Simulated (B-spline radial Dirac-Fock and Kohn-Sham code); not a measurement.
Photoelectron lines of Br⁻ at Al Kα (taken as 1486.9 eV)

System: the Br⁻ ion, [Ar] 3d10 4s2 4p6, inside a Watson sphere of charge +1 and radius 1.96 Å (a model of the Madelung potential; inside it an electron's potential energy is lowered by 7.3 eV).

Model: the independent-particle Dirac-Slater model, thresholds from Dirac-Fock. Program: a B-spline atomic structure program. The asymmetry parameter β is from the dipole term alone. Kinetic energies are from the vacuum level.

```csv
subshell,electrons,binding (eV),kinetic (eV),σ (kb),β
3s,2,264.6,1222.3,21.5,2.00
3p1/2,2,197.5,1289.4,23.9,1.59
3p3/2,4,190.6,1296.3,?,?
3d3/2,4,73.98,1412.9,15.7,1.12
3d5/2,6,72.95,1413.9,22.9,1.10
4s,2,24.63,1462.3,2.42,2.00
4p1/2,2,9.78,1477.1,1.66,1.60
4p3/2,4,9.32,1477.6,3.13,1.62
```

Question: What are σ and β for 3p3/2?

Answer: σ = 46.1 kb, the largest of all subshells and 34 % of the total, and β = 1.61.

Values without a named source are computed, but for edge energies of neutral atoms, which are taken from tables.
